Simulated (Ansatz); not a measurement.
Species: GeNH2Br, charge 0, singlet. GeNH2Br (SMILES [NH2][Ge][Br]).
B3LYP-D3(BJ)/def2-TZVP minimum from Ansatz (an electronic-structure program):
```xyz
5

Ge    -0.5953    -0.5869     0.7226
Br     0.6659     1.0491    -0.5015
N     -0.4794    -1.9023    -0.5352
H      0.0016    -1.8114    -1.4186
H     -0.9029    -2.8094    -0.4037
```
Charge 0, spin multiplicity 1.

Total energies in cc-pVTZ, 18 correlated electrons, 29 frozen orbitals. Open shells are spin-unrestricted; no spin-orbit coupling. Correlated methods leave the cores frozen (noble-gas shells, and filled d and f shells in the p block). No relativity. Spin-orbit terms, left out, reach several kcal/mol for Br and I, and more for heavier atoms.

```
method    program  energy (Eh)  minus CCSDT(Q) (mEh)
--------  -------  -----------  --------------------
HF         Ansatz  -4703.57357                521.56
MP2        Ansatz  -4704.04328                 51.85
CCSD       Ansatz  -4704.07144                 23.68
CCSD(T)    Ansatz  -4704.09299                  2.13
CCSDT(Q)   Ansatz  -4704.09512                  0.00
```

Rough core times of Ansatz's runs on a shared machine: CCSD(T) under 20 s, CCSDT(Q) 30 min.
